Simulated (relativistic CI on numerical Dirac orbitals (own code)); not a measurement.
# Level scheme of Pr⁺

These numbers are calculated, not measured: Dirac-Coulomb-Breit CI, orbitals from a KLI potential per configuration, QED by a radiative potential, valence Slater integrals scaled by 0.85, P86 correlation energy added to each configuration (own radial code, finite nucleus).

Configurations in the expansion (outside the closed core [Xe]): 4f3 6s, 4f3 5d, 4f2 5d2, 4f3 6p, 4f2 6s 5d, 4f2 6s2, 4f2 6s 6p, 4f3 6d, 4f2 5d 6d, 4f2 6s 7p, 4f2 6p2, 4f3 6f, 4f 6s2 5f, 4f3 7s, 4f3 6g, 4f2 5d 7s, 4f 6s 5d 6f, 4f2 6s 5f, 4f2 6s 8s, 4f 6s2 6f, 4f 6s 5g 6p, 4f4, 4f2 5f 6p, 4f2 6s 7d, 4f2 6s 7s, 4f2 5d 6p, 4f 5d2 6p, 4f 5d 6p2, 4f 6s 5d2, 4f 5d3, 6s 5d3, 6s2 5d2, 6s 5d2 6p, 4f 5d2 6d, 4f 6s2 5d, 6s2 5d 6p, 4f2 6p 6d, 4f 5d 6p 6d, 4f 6p2 6d, 4f 6s 7s2, 4f 5d 7s2, 4f 6p 7s2, 6s 5d 7s2, 6s2 7s2, 6s 6p 7s2, 4f 6d 7s2, 4f 6s2 5g, 6s2 5d 5g, 6s2 5g 6p, 4f 6s2 6g, 6s2 5d 6g, 6s2 6p 6g. Double excitations out of closed p, d and f shells are left out; levels of such configurations are missing from the list, as are those of other unlisted configurations, and high levels can miss mixing partners.

| No. | Configuration | Term | J | E (cm⁻¹) | % | Next component (%) | Landé g | jj configuration (%) |
| --- | --- | --- | --- | --- | --- | --- | --- | --- |
| 1 | 4f2 5d2 | 5L | 6 | 0.0 | 88 | 10 3K | 0.731 | 4f5/2^2 5d3/2^2 (66) |
| 2 | 4f2 5d2 | 5L | 7 | 1280.1 | 94 | 5 3K | 0.915 | 4f5/2^2 5d3/2 5d5/2 (48) |
| 3 | 4f2 5d2 | 5I | 4 | 1843.8 | 88 | 8 3H | 0.616 | 4f5/2^2 5d3/2^2 (40) |
| 4 | 4f2 5d2 | 5L | 8 | 2659.0 | 97 | 1 3K | 1.042 | 4f5/2 4f7/2 5d3/2 5d5/2 (61) |
| 5 | 4f2 5d2 | 5I | 5 | 2762.1 | 88 | 4 3H | 0.900 | 4f5/2^2 5d3/2 5d5/2 (41) |
| 6 | 4f2 5d2 | 3K | 6 | 2863.2 | 50 | 16 4f2 6s 5d 3K | 0.872 | 4f5/2^2 5d3/2 5d5/2 (38) |
| 7 | 4f2 5d2 | 5K | 5 | 3141.3 | 77 | 11 3I | 0.691 | 4f5/2^2 5d3/2^2 (43) |
| 8 | 4f2 5d2 | 5I | 6 | 3780.4 | 85 | 3 4f2 6s 5d 5I | 1.058 | 4f5/2 4f7/2 5d3/2 5d5/2 (44) |
| 9 | 4f3 6s | 5I° | 4 | 4145.6 | 91 | 5 4f2 5d 6p 5I° | 0.604 | 4f5/2^3 6s (57) |
| 10 | 4f2 5d2 | 5L | 9 | 4155.1 | 99 | 1 3L | 1.133 | 4f5/2 4f7/2 5d5/2^2 (46) |
| 11 | 4f2 6s 5d | 5I | 4 | 4350.7 | 61 | 23 3H | 0.678 | 4f5/2^2 6s 5d3/2 (64) |
| 12 | 4f2 5d2 | 3K | 7 | 4378.9 | 42 | 22 5K | 1.060 | 4f5/2^2 5d5/2^2 (27) |
| 13 | 4f2 6s 5d | 5K | 5 | 4412.7 | 71 | 13 3I | 0.707 | 4f5/2^2 6s 5d3/2 (79) |
| 14 | 4f2 5d2 | 5K | 6 | 4519.3 | 73 | 8 3K | 0.909 | 4f5/2 4f7/2 5d3/2^2 (32) |
| 15 | 4f3 6s | 5I° | 5 | 4731.4 | 67 | 24 3I° | 0.885 | 4f5/2^3 6s (47) |
| 16 | 4f2 5d2 | 3I | 5 | 4796.1 | 27 | 23 4f2 6s 5d 3I | 0.889 | 4f5/2^2 6s 5d3/2 (51) |
| 17 | 4f2 5d2 | 5I | 7 | 5020.8 | 67 | 16 3K | 1.136 | 4f5/2 4f7/2 5d3/2 5d5/2 (41) |
| 18 | 4f2 5d2 | 5H | 3 | 5221.5 | 81 | 13 3G | 0.539 | 4f5/2^2 5d3/2^2 (35) |
| 19 | 4f2 5d2 | 3H | 4 | 5268.8 | 28 | 22 4f2 6s 5d 5I | 0.781 | 4f5/2^2 6s 5d5/2 (25) |
| 20 | 4f2 5d2 | 3I | 5 | 5300.7 | 44 | 13 4f2 6s 5d 5I | 0.907 | 4f5/2^2 5d3/2 5d5/2 (26) |
| 21 | 4f2 6s 5d | 5K | 6 | 5355.6 | 67 | 10 3I | 0.928 | 4f5/2^2 6s 5d3/2 (47) |
| 22 | 4f2 5d2 | 5L | 10 | 5756.6 | 99 |  | 1.200 | 4f7/2^2 5d5/2^2 (63) |
| 23 | 4f2 5d2 | 5I | 8 | 5777.6 | 58 | 21 3K | 1.204 | 4f5/2 4f7/2 5d3/2 5d5/2 (30) |
| 24 | 4f3 6s | 5I° | 6 | 5878.7 | 79 | 14 3I° | 1.065 | 4f5/2^2 4f7/2 6s (75) |
| 25 | 4f2 6s 5d | 5I | 5 | 5882.9 | 44 | 24 3H | 0.961 | 4f5/2^2 6s 5d5/2 (57) |
| 26 | 4f2 5d2 | 5K | 7 | 5988.8 | 66 | 19 3K | 1.047 | 4f5/2 4f7/2 5d3/2 5d5/2 (47) |
| 27 | 4f2 5d2 | 5H | 4 | 6053.0 | 46 | 27 4f2 6s 5d 3H | 0.867 | 4f5/2^2 5d3/2 5d5/2 (31) |
| 28 | 4f3 6s | 3I° | 5 | 6059.9 | 67 | 25 5I° | 0.853 | 4f5/2^2 4f7/2 6s (72) |
| 29 | 4f2 5d2 | 3I | 6 | 6083.1 | 51 | 10 3K | 1.030 | 4f5/2 4f7/2 5d3/2 5d5/2 (18) |
| 30 | 4f2 6s 5d | 5G | 2 | 6152.0 | 75 | 9 4f2 5d2 5G | 0.385 | 4f5/2^2 6s 5d3/2 (44) |

Energies count from the lowest computed level; ° marks odd parity. Filled j subshells are mostly left out of the jj labels.

The mean weight of the leading LS term, summed over parents, in these 30 levels is 69 %, and that of the leading jj configuration (from the same eigenvectors) 47 %, so LS coupling describes them better.

Correlation outside the listed configurations is missing or only estimated: errors of thousands of cm⁻¹ between configurations and terms are usual at this charge. Rates and lifetimes follow the computed energies and can be off by large factors. The fine structure of a lone outer electron comes out too small, for d and f at times inverted, and misplaced configurations move strength between like terms. 14 of the 19 excited levels that our extract of the measured tables holds in this range could be paired (the sources list more); they are missed by 1382 cm⁻¹ on average and 10000 at most, and levels without a partner can miss by more. Some levels of the ground configuration have no partner and can miss by 10 % or more. The computed lowest level isn't the tabulated ground level, which NIST ASD gives as 4f3 (4I*<9/2>) 6s<1/2> (9/2,1/2)°4.

Landé's interval rule says that E(J) − E(J−1) = AJ with one A. For the ground term the intervals give A = 182.9, 172.4, 166.2, 160.1 cm⁻¹ for J = 7, 8, 9, 10; the multiplet is regular.

LS names give the leading component of a level, which can be under half, so a name can repeat, a term be missing and a line seem to break the LS rules.
